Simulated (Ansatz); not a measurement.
Basis-set extrapolation for `C=C=C(N)[SiH3]` (PBE0-D4/def2-TZVP geometry, frozen core, Ansatz). Multiplicity 1, RHF reference.

```
                      def2-TZVPP   def2-QZVPP
                 HF  -461.068845  -461.085653
    MP2 correlation    -0.810208    -0.864622
CCSD(T) correlation    -0.894475      not run
```

Energies in hartree. Use E(X) = E(∞) + A·exp(−7.88·√X) for Hartree–Fock and E(X) = E(∞) + B·X^(−2.97) for correlation, with X = 3 and 4, and add CCSD(T) minus MP2 of the smaller set to the MP2 limit.

Task: What is the CCSD(T) energy at the basis-set limit?

Result: HF limit: -461.085653 + (-0.016808) × 0.13774 = -461.08797. MP2 limit: -0.864622 + (-0.054414) × 0.74074 = -0.90493. Higher-order term: -0.894475 − (-0.810208) = -0.08427. Total: -462.07717 hartree, 298.9 kJ/mol below CCSD(T)/def2-TZVPP.
